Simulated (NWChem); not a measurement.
A series in which one site is exchanged, each optimised at PBE0/def2-SVP with NWChem, gas phase unless a solvent is named. All stand in one matching conformer (torsions within 35°), which need not be the lowest. 

A: NB(Cl)Cl (BNH$_{2}$Cl$_{2}$; site = B)
B: [NH2][Al]([Cl])[Cl] (AlNH2Cl2; site = Al)
C: [Ga]([Cl])([Cl])[NH2] (GaNH₂Cl₂; site = Ga)

Rank them by dipole (D), PBE0/def2-SVP, lowest first.

B (2.61), C (2.84), A (2.98)
